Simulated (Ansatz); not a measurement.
`[SiH3]BI` at its PBE0-D4/def2-TZVP geometry, where that method's forces vanish. Total charge 0; spin multiplicity 1. I takes the def2 core potential.

```xyz
7

Si    0.4484    0.6557    0.4141
B    -0.8114   -0.7088   -0.3528
I    -0.0523   -2.0864   -1.7578
H     1.0542    1.4403   -0.6968
H     1.5424   -0.0548    1.1328
H    -0.2137    1.5943    1.3598
H    -1.9676   -0.8402   -0.0993
```

Task: What forces (eV/Å) does r2SCAN-D4/def2-TZVPP give on these atoms in Ansatz 0.2.0? (An estimate is asked.)

Result: Ansatz gave: 
```
Si1 -0.031 -0.003  0.003
B2  -0.057  0.090  0.094
I3   0.041 -0.083 -0.084
H4   0.002 -0.012  0.024
H5  -0.009  0.019 -0.014
H6   0.024 -0.010 -0.014
H7   0.030 -0.001 -0.009
```
